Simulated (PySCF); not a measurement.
Continuum solvent and chemical shifts

Atom-mapped SMILES (the numbers label the heavy atoms): `[CH3:1][CH2:2][CH2:3]/[C:4]([CH3:5])=[CH:6]\[CH2:7][F:8]`. Hydrogens are named by the atom that carries them.

GIAO PBE0/pcSseg-1 in PySCF 2.14.0 with density-fitted response routines on one PBE0-D3(BJ)/def2-SVP conformer, non-relativistic, equivalent nuclei averaged. Solvents enter as an IEF-PCM continuum (cyclohexane with ε = 2.0, water with ε = 78.4) around the gas-phase geometry. Shifts are referred to TMS, CFCl3 computed in the same medium.

Gas phase, δ in ppm: C4 148.4, C6 130.7, C7 79.6, C3 37.4, C2 26.9, C5 26.9, C1 16.6, F8 -237.1, H(C6) 5.77, H(C7) 4.92, H(C3) 1.85, H(C5) 1.85, H(C2) 1.05, H(C1) 1.01. Dipole moment 2.51 D.

**Question.** How does each δ change in the continuum?

**Answer.** 
```json
{"atoms": "C4", "environment": "fully substituted alkene carbon", "Δδ, cyclohexane": "+2.0", "Δδ, water": "+5.1"}
{"atoms": "C6", "environment": "alkene CH", "Δδ, cyclohexane": "-0.7", "Δδ, water": "-1.5"}
{"atoms": "C7", "environment": "allylic sp3 CH2 bonded to F", "Δδ, cyclohexane": "+0.8", "Δδ, water": "+2.0"}
{"atoms": "C3", "environment": "allylic sp3 CH2", "Δδ, cyclohexane": "+0.2", "Δδ, water": "+0.6"}
{"atoms": "C2", "environment": "sp3 CH2", "Δδ, cyclohexane": "+0.3", "Δδ, water": "+0.6"}
{"atoms": "C5", "environment": "allylic methyl carbon", "Δδ, cyclohexane": "+0.2", "Δδ, water": "+0.4"}
{"atoms": "C1", "environment": "methyl carbon", "Δδ, cyclohexane": "+0.1", "Δδ, water": "+0.3"}
{"atoms": "F8", "environment": "fluorine on an sp3 carbon", "Δδ, cyclohexane": "-2.1", "Δδ, water": "-4.9"}
{"atoms": "H(C6)", "environment": "hydrogen on an alkene CH", "Δδ, cyclohexane": "0.00", "Δδ, water": "-0.01"}
{"atoms": "H(C7)", "environment": "hydrogen on an allylic sp3 CH2 bonded to F", "Δδ, cyclohexane": "+0.08", "Δδ, water": "+0.22"}
{"atoms": "H(C3)", "environment": "hydrogen on an allylic sp3 CH2", "Δδ, cyclohexane": "+0.03", "Δδ, water": "+0.09"}
{"atoms": "H(C5)", "environment": "hydrogen on an allylic methyl carbon", "Δδ, cyclohexane": "+0.03", "Δδ, water": "+0.08"}
{"atoms": "H(C2)", "environment": "hydrogen on an sp3 CH2", "Δδ, cyclohexane": "+0.02", "Δδ, water": "+0.05"}
{"atoms": "H(C1)", "environment": "hydrogen on a methyl carbon", "Δδ, cyclohexane": "0.00", "Δδ, water": "0.00"}
```

Changes are relative to the gas phase. The dipole moment becomes 2.74 D in cyclohexane, 3.08 D in water.

**Question.** Which of the listed nuclei move most (in ppm), and what does the model miss?

**Answer.** C4 (fully substituted alkene carbon, +5.1 ppm) in water. A continuum only polarises the solute; specific hydrogen bonds, the anisotropy of aromatic solvents and changes of geometry or conformer are outside it.
